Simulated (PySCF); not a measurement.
Si(Me)(Et)(OH)2, SMILES C(C)[Si](O)(C)O, singlet, GFN2-xTB optimised geometry.

```
16

C     -0.44     0.79    -1.19
C     -0.89    -0.05     0.00
Si    -0.15    -1.80     0.00
C     -0.58    -2.83    -1.53
O     -0.75    -2.44     1.39
O      1.49    -1.80     0.00
H     -0.79     0.34    -2.12
H      0.64     0.86    -1.24
H     -0.85     1.80    -1.13
H     -1.97    -0.10     0.01
H     -0.60     0.46     0.92
H     -1.65    -2.97    -1.63
H     -0.12    -3.82    -1.48
H     -0.22    -2.36    -2.44
H     -0.57    -3.35     1.62
H      1.97    -1.30     0.65
```

Density from PBE0/def2-TZVP (PySCF) at that geometry.

Minimum of the electron density along straight lines between bonded atoms, close to the bond critical point (lines longer than 1.1 times the sum of covalent radii, or with two minima, are not listed):

| bond | length / Å | ρ at the minimum / e bohr⁻³ | ∇²ρ there / e bohr⁻⁵ | position (fraction from the first atom) |
|---|---|---|---|---|
| C1–C2 | 1.525 | 0.241 | -0.58 | 0.50 |
| C2–Si3 | 1.902 | 0.122 | 0.13 | 0.61 |
| Si3–C4 | 1.895 | 0.121 | 0.14 | 0.39 |
| Si3–O5 | 1.639 | 0.140 | 0.86 | 0.41 |
| Si3–O6 | 1.638 | 0.140 | 0.87 | 0.41 |
| C1–H7 | 1.087 | 0.280 | -0.96 | 0.64 |
| C1–H8 | 1.088 | 0.280 | -0.96 | 0.64 |
| C1–H9 | 1.089 | 0.279 | -0.95 | 0.64 |
| C2–H10 | 1.089 | 0.275 | -0.92 | 0.64 |
| C2–H11 | 1.091 | 0.273 | -0.91 | 0.64 |
| C4–H12 | 1.085 | 0.275 | -0.92 | 0.64 |
| C4–H13 | 1.086 | 0.274 | -0.91 | 0.64 |
| C4–H14 | 1.084 | 0.275 | -0.92 | 0.64 |
| O5–H15 | 0.954 | 0.363 | -2.50 | 0.81 |
| O6–H16 | 0.954 | 0.362 | -2.50 | 0.81 |
